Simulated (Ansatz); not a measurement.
Mo₂O₆, relaxed as a singlet with RKS r2SCAN-D4/def2-SVP in Ansatz, starting from the GFN1-xTB geometry. Force threshold 0.02 eV/Å.

In the def2 sets Mo takes a core potential; there is no spin–orbit coupling. The structure comes from a short search, and lower isomers may exist.

Start:

```
atom    x (Å)    y (Å)    z (Å)
 Mo1  -0.0420  -1.2411   0.5747
 Mo2   0.0425   1.2400  -0.5758
  O3   1.4485   1.9084  -1.1199
  O4  -1.3078   2.1662  -0.7706
  O5  -0.1809  -0.4923  -1.0732
  O6   0.1807   0.4911   1.0723
  O7  -1.4497  -1.9055   1.1202
  O8   1.3087  -2.1668   0.7723
```

(1) Estimate the energy that the relaxation releases and the steps that it takes.

(2) Does the start keep its bonding and symmetry?

(3) Predict the relaxed structure.

Results:

(1) 19.9 kcal/mol, in 5 steps; 22 s on 2 threads of AMD EPYC 7R13 on a shared host. No frequencies were taken in this run, so the end may be a saddle point.

(2) By distances, no bond broke or formed. The bond that changes most is Mo1–O5, from 1.82 to 1.91 Å (atoms count from 1). Point group D2h at the start, D2h at the end, both within 0.05 Å.

(3) 
```xyz
8

Mo   -0.0452   -1.3028    0.6049
Mo    0.0452    1.3028   -0.6049
O     1.4351    2.0559   -1.1854
O    -1.2837    2.3098   -0.8415
O    -0.1921   -0.5203   -1.1350
O     0.1922    0.5203    1.1350
O    -1.4352   -2.0558    1.1853
O     1.2836   -2.3099    0.8416
```
Bond lengths (bridged metal pairs left out): 8 × Mo–O 1.68 to 1.91 Å.
